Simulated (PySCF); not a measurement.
# Dipole response of Al²⁺ (aluminium, charge +2)

[Ne] 3s1, 2S determinant. Computed with PySCF 2.14 in def2-TZVPPD (6s5p4d1f, 48 functions), with no relativity, point nucleus. Coupled (time-dependent) response in atomic units; α is the mean over directions.

```tsv
method	mean α (bohr³)	C₆ (like pair)	S(−4)
UHF	15.43	44.05	269.4
PBE	13.80	37.30	217.1
PBE0	14.31	39.35	233.2
BLYP	12.61	32.70	181.3
wB97X	15.01	42.09	258.3
```

S(−4) is the Cauchy moment in α(ω) = α(0) + S(−4) ω² + …

α(iu) at PBE0:

```
u (hartree)  α(iu) (bohr³)
          0          14.31
     0.0500          13.75
      0.100          12.31
      0.200          8.714
      0.300          5.918
      0.500          3.028
      0.750          1.658
       1.00          1.088
       1.50         0.6318
       2.00         0.4479
       3.00         0.2857
       5.00         0.1588
```

A single London oscillator, α(iu) = α/(1 + u²/ω²), gives C₆ = (3/4) ω α². Matching the computed C₆ needs ω = 4 × 39.35 / (3 × 14.31²) = 0.256 hartree.

For an ion, C₆ is the dispersion term alone; charge-induced terms of lower order in 1/R come first.
